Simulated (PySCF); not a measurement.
**Chromium: a sound run and one with changed settings**

Sound run: Cr [Ar] 3d5 4s1, Cr⁺ [Ar] 3d5. Computed with PySCF 2.14 in cc-pVDZ-DK (6s5p3d1f, 43 functions), with the spin-free X2C one-electron Hamiltonian (Gaussian nucleus). The sound run starts from symmetry-adapted Hartree-Fock orbitals and uses a fine grid where one is needed.

Changed run: initial guess 1e, at most 3 SCF cycles. This setting is unsound on purpose.

```json
{"species": "Cr", "method": "UHF", "sound run (hartree)": "-1049.65356", "changed run (hartree)": "-1049.54270", "converged": "no"}
{"species": "Cr", "method": "BP86", "sound run (hartree)": "-1050.93738", "changed run (hartree)": "-1048.90101", "converged": "no"}
{"species": "Cr", "method": "B3LYP", "sound run (hartree)": "-1050.79715", "changed run (hartree)": "-1050.05252", "converged": "no"}
{"species": "Cr⁺", "method": "UHF", "sound run (hartree)": "-1049.43261", "changed run (hartree)": "-1049.30178", "converged": "no"}
{"species": "Cr⁺", "method": "BP86", "sound run (hartree)": "-1050.66202", "changed run (hartree)": "-1050.60343", "converged": "no"}
{"species": "Cr⁺", "method": "B3LYP", "sound run (hartree)": "-1050.53607", "changed run (hartree)": "-1050.51566", "converged": "no"}
```

The SCF was stopped early; the energies are upper bounds that still move, and correlated levels were skipped or rest on poor orbitals.
